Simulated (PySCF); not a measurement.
# Computed records: CH6BGe, CH8GeOSi, B2GeH5O, Ge2H4NO

All values are calculated (PySCF 2.14.0). Calculation on a computer-drawn molecule: optimised geometry and harmonic frequencies of an isolated molecule of the commonest isotopes, restricted reference for singlets and unrestricted otherwise, frozen core in MP2; on germanium a core potential holds 10 electrons, which the energies leave out, and 3d is frozen in MP2 and coupled-cluster steps.

Common to all runs: method HF.

```json
{"entry": 1, "formula": "CH6BGe", "start_structure": {"atoms_angstrom": [["B", -2.2132, -0.6194, 0.727], ["Ge", -0.4744, -1.5524, 1.5992], ["C", 0.0404, -3.1557, 2.1359], ["H", -2.5635, 0.2329, 1.5068], ["H", -2.9833, -1.5244, 0.5865], ["H", -1.8418, -0.1797, -0.3914], ["H", 0.8744, -0.6653, 1.9607], ["H", 0.9709, -3.4166, 2.5808], ["H", -0.6607, -4.042, 2.0819]]}, "given": {"charge": -1, "multiplicity": 1, "basis": "aug-cc-pVDZ", "basis_and_core_potential_on_germanium": "aug-cc-pVDZ-PP ECP10MDF", "drawn_bonds_atom": [1, 2, 1, 1, 1, 2, 3, 3], "drawn_bonds_other_atom": [2, 3, 4, 5, 6, 7, 8, 9], "drawn_bonds_order": [1, 2, 1, 1, 1, 1, 1, 1]}, "results": {"optimised_atom_element": ["B", "Ge", "C", "H", "H", "H", "H", "H", "H"], "optimised_atom_x [angstrom]": [-2.165, -0.4442, 0.006953, -2.53, -3.008, -1.799, 0.7951, 0.9716, -0.6786], "optimised_atom_y [angstrom]": [-0.6601, -1.526, -3.187, 0.2265, -1.54, -0.1881, -0.6024, -3.424, -4.023], "optimised_atom_z [angstrom]": [0.7335, 1.609, 2.146, 1.505, 0.5967, -0.3426, 1.906, 2.582, 2.052], "modes_frequency [cm^-1]": [116.9, 163.1, 293.4, 442.8, 611.1, 644.9, 752.7, 777.0, 797.8, 835.7, 910.4, 1132, 1233, 1234, 1495, 1995, 2407, 2411, 2444, 3245, 3333], "modes_reduced_mass [dalton]": [1.18, 2.58, 1.145, 4.214, 1.072, 1.258, 1.108, 1.112, 1.333, 3.643, 1.185, 1.2, 1.066, 1.063, 1.162, 1.019, 1.035, 1.108, 1.099, 1.053, 1.114], "rotational_constants [GHz]": [24.23, 4.879, 4.201], "total_energy [hartree]": -359.3814, "convergence_status_largest_gradient_component [hartree/bohr]": 2.327e-05}}
{"entry": 2, "formula": "CH8GeOSi", "start_structure": {"atoms_angstrom": [["O", -2.4233, -2.4056, -1.153], ["Si", -0.9897, -1.6764, -0.7654], ["C", -1.1553, -1.4363, 1.1281], ["Ge", 0.3543, -0.5132, 1.9032], ["H", -2.5986, -2.6323, -2.0415], ["H", -0.8348, -0.318, -1.4421], ["H", 0.1208, -2.5028, -1.0389], ["H", -2.0819, -0.8306, 1.3537], ["H", -1.351, -2.4237, 1.5511], ["H", 0.2362, -0.4082, 3.3916], ["H", 1.6085, -1.258, 1.6369], ["H", 0.5942, 0.8254, 1.3604]]}, "given": {"charge": 0, "multiplicity": 1, "basis": "cc-pV(D+d)Z", "basis_and_core_potential_on_germanium": "cc-pVDZ-PP ECP10MDF", "drawn_bonds_atom": [1, 2, 3, 1, 2, 2, 3, 3, 4, 4, 4], "drawn_bonds_other_atom": [2, 3, 4, 5, 6, 7, 8, 9, 10, 11, 12], "drawn_bonds_order": [1, 1, 1, 1, 1, 1, 1, 1, 1, 1, 1]}, "results": {"optimised_atom_element": ["O", "Si", "C", "Ge", "H", "H", "H", "H", "H", "H", "H", "H"], "optimised_atom_x [angstrom]": [-2.463, -1.059, -1.145, 0.4008, -2.591, -0.9044, 0.1077, -2.034, -1.276, 0.1784, 1.687, 0.5783], "optimised_atom_y [angstrom]": [-2.419, -1.677, -1.408, -0.5168, -2.63, -0.3845, -2.523, -0.8121, -2.377, -0.4142, -1.313, 0.8963], "optimised_atom_z [angstrom]": [-1.199, -0.7386, 1.103, 1.939, -2.112, -1.45, -1.09, 1.332, 1.596, 3.452, 1.683, 1.37], "modes_frequency [cm^-1]": [40.45, 99.54, 134.0, 216.2, 235.5, 478.9, 538.5, 566.6, 671.0, 772.9, 791.3, 850.3, 870.6, 887.8, 928.4, 967.0, 971.1, 1024, 1060, 1097, 1175, 1505, 2209, 2210, 2231, 2282, 2301, 3180, 3235, 4175], "modes_reduced_mass [dalton]": [2.116, 1.338, 4.223, 1.088, 8.501, 1.04, 1.553, 1.095, 2.161, 2.004, 1.268, 1.369, 1.327, 4.315, 1.054, 1.022, 1.025, 1.252, 1.065, 1.036, 1.51, 1.089, 1.023, 1.023, 1.012, 1.05, 1.029, 1.059, 1.102, 1.067], "rotational_constants [GHz]": [15.15, 1.123, 1.079], "total_energy [hartree]": -699.7490, "convergence_status_largest_gradient_component [hartree/bohr]": 4.666e-05}}
{"entry": 3, "formula": "B2GeH5O", "start_structure": {"atoms_angstrom": [["B", -1.0589, -0.3287, 2.4851], ["Ge", -0.9022, 0.7159, 0.9147], ["B", -2.4432, 0.5297, -0.5171], ["O", -2.2211, 0.2792, -1.7134], ["H", -0.9179, -1.3471, 2.8488], ["H", 0.3738, 0.5072, 0.0412], ["H", -0.7158, 2.2106, 1.1864], ["H", -3.5543, 0.6869, -0.1012], ["H", -1.3508, 0.1459, -2.117]]}, "given": {"charge": 0, "multiplicity": 2, "basis": "cc-pVDZ", "basis_and_core_potential_on_germanium": "cc-pVDZ-PP ECP10MDF", "drawn_bonds_atom": [1, 2, 3, 1, 2, 2, 3, 4], "drawn_bonds_other_atom": [2, 3, 4, 5, 6, 7, 8, 9], "drawn_bonds_order": [1, 1, 1, 1, 1, 1, 1, 1]}, "results": {"optimised_atom_element": ["B", "Ge", "B", "O", "H", "H", "H", "H", "H"], "optimised_atom_x [angstrom]": [-1.154, -0.8616, -2.459, -2.288, -0.7345, 0.4791, -0.7921, -3.585, -1.395], "optimised_atom_y [angstrom]": [-0.3887, 0.8247, 0.609, 0.1675, -1.462, 0.5212, 2.286, 0.8777, -0.03551], "optimised_atom_z [angstrom]": [2.486, 0.8339, -0.5238, -1.782, 2.807, 0.123, 1.307, -0.2044, -2.019], "modes_frequency [cm^-1]": [50.87, 128.3, 174.7, 252.9, 433.1, 514.9, 566.9, 612.4, 653.7, 739.5, 765.3, 910.0, 960.6, 1078, 1251, 1386, 2134, 2190, 2704, 2755, 4155], "modes_reduced_mass [dalton]": [2.774, 1.51, 1.984, 3.129, 1.423, 1.471, 2.627, 2.435, 1.505, 1.141, 1.18, 1.234, 1.033, 1.113, 1.291, 6.916, 1.021, 1.019, 1.094, 1.095, 1.067], "rotational_constants [GHz]": [10.78, 2.486, 2.233], "total_energy [hartree]": -420.4747, "spin_squared": 0.7568, "convergence_status_largest_gradient_component [hartree/bohr]": 2.321e-05}}
{"entry": 4, "formula": "Ge2H4NO", "start_structure": {"atoms_angstrom": [["O", 1.1867, -1.9636, 1.9299], ["Ge", 1.6061, -0.4858, 1.552], ["N", 0.6732, 0.3901, 0.3012], ["Ge", -0.6812, -0.0989, -0.8574], ["H", 2.6326, 0.3575, 2.1192], ["H", 1.0578, 1.3181, 0.0383], ["H", -1.5664, -0.9214, 0.2076], ["H", -1.4311, 1.3061, -0.9385]]}, "given": {"charge": 0, "multiplicity": 2, "basis": "cc-pVDZ", "basis_and_core_potential_on_germanium": "cc-pVDZ-PP ECP10MDF", "drawn_bonds_atom": [1, 2, 3, 2, 3, 4, 4], "drawn_bonds_other_atom": [2, 3, 4, 5, 6, 7, 8], "drawn_bonds_order": [2, 1, 1, 1, 1, 1, 1]}, "results": {"optimised_atom_element": ["O", "Ge", "N", "Ge", "H", "H", "H", "H"], "optimised_atom_x [angstrom]": [1.183, 1.595, 0.7084, -0.7474, 2.746, 1.092, -1.634, -1.465], "optimised_atom_y [angstrom]": [-2.008, -0.4924, 0.476, -0.05874, 0.334, 1.38, -0.9655, 1.238], "optimised_atom_z [angstrom]": [1.934, 1.543, 0.3333, -0.7061, 2.102, 0.117, 0.1506, -1.123], "modes_frequency [cm^-1]": [77.01, 106.7, 144.1, 275.9, 437.2, 530.1, 573.8, 701.7, 755.8, 837.0, 870.0, 909.1, 1043, 1266, 2165, 2219, 2268, 3785], "modes_reduced_mass [dalton]": [1.421, 3.299, 4.974, 13.91, 1.17, 2.285, 1.196, 1.334, 1.118, 1.301, 1.936, 1.159, 17.31, 1.268, 1.018, 1.023, 1.021, 1.076], "rotational_constants [GHz]": [9.42, 1.082, 0.9742], "total_energy [hartree]": -718.3407, "spin_squared": 0.7545, "convergence_status_largest_gradient_component [hartree/bohr]": 2.386e-05}}
```
